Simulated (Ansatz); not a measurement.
CH₅GaO₃ (`C[O][Ga]([OH])[OH]`) at its PBE0-D4/def2-TZVP geometry, where that method's forces vanish. Charge 0, multiplicity 1.

| atom | x (Å) | y (Å) | z (Å) |
| --- | --- | --- | --- |
| C1 | 0.494 | -1.019 | 1.510 |
| O2 | -0.467 | -0.077 | 1.086 |
| Ga3 | -0.462 | 0.594 | -0.542 |
| O4 | 0.810 | 0.034 | -1.658 |
| O5 | -1.725 | 1.774 | -0.944 |
| H6 | -0.013 | -1.931 | 1.842 |
| H7 | 1.055 | -0.613 | 2.358 |
| H8 | 1.209 | -1.292 | 0.726 |
| H9 | 0.779 | 0.420 | -2.535 |
| H10 | -1.680 | 2.109 | -1.842 |

For each bond, give half the difference of the two atoms' forces along it (eV/Å; positive pushes the atoms apart) under PBE-D4, r2SCAN-D4, B3LYP-D4, ωB97M-V in def2-TZVPP. (Best estimate.)

The calculation gave: 
```
  bond  length (Å)  PBE-D4  r2SCAN-D4  B3LYP-D4  ωB97M-V
 C1–O2       1.410    0.28       0.33      0.29     0.28
 C1–H6       1.095    0.09      -0.06     -0.10    -0.12
 C1–H7       1.095    0.09      -0.06     -0.10    -0.12
 C1–H8       1.096    0.03      -0.08     -0.10    -0.09
O2–Ga3       1.761    0.19      -0.04      0.01    -0.06
Ga3–O4       1.783    0.15       0.01      0.13     0.04
Ga3–O5       1.774    0.16       0.01      0.10     0.04
 O4–H9       0.959    0.39       0.06     -0.02    -0.06
O5–H10       0.959    0.40       0.06     -0.02    -0.07
```

B3LYP here is the variant with VWN-RPA as its local correlation; programs differ in this.

Computed with Ansatz.
